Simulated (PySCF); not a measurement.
# Ni (nickel, neutral): PBE calculation

Configuration: [Ar] 3d8 4s2, high-spin 3F determinant. Computed with PySCF 2.14 in x2c-SVPall (5s3p3d1f, 36 functions), with the spin-free X2C one-electron Hamiltonian (Gaussian nucleus).

```
Total energy                        : -1520.048 hartree
One-electron energy                 : -2106.639 hartree
Hartree (Coulomb) energy            : 650.079 hartree
Exchange-correlation energy         : -63.488 hartree
⟨S²⟩                                : 2.0024
⟨L²⟩                                : 12.010
Sum of ⟨r⟩                          : 21.76 bohr
Sum of ⟨r²⟩                         : 35.54 bohr²
Langevin diamagnetic susceptibility : -28.2 ×10⁻⁶ cm³/mol
Time after the integrals            : 0.52 s of wall time on 1 thread of Neoverse-V2 (shared host)
```

```tsv
shell	electrons	mean orbital energy (hartree)	spread (hartree)	rms radius, mean of both spins (bohr)
1s α	1	-301.54967	0	0.0625
1s β	1	-301.54941	0	0.0625
2s α	1	-36.12243	0	0.265
2s β	1	-36.08201	0	0.265
2p α	3	-31.09540	0	0.238
2p β	3	-31.06479	0	0.238
3s α	1	-4.12898	0	0.796
3s β	1	-4.04009	0	0.796
3p α	3	-2.67207	0	0.849
3p β	3	-2.58502	0	0.849
3d α	5	-0.36802	0.04515	1.17
3d β	3	-0.30939	0	1.17
4s α	1	-0.21318	0	3.04
4s β	1	-0.20003	0	3.04
```

Densities and radii are taken from the X2C orbitals without a picture-change correction, which distorts them close to the nucleus.
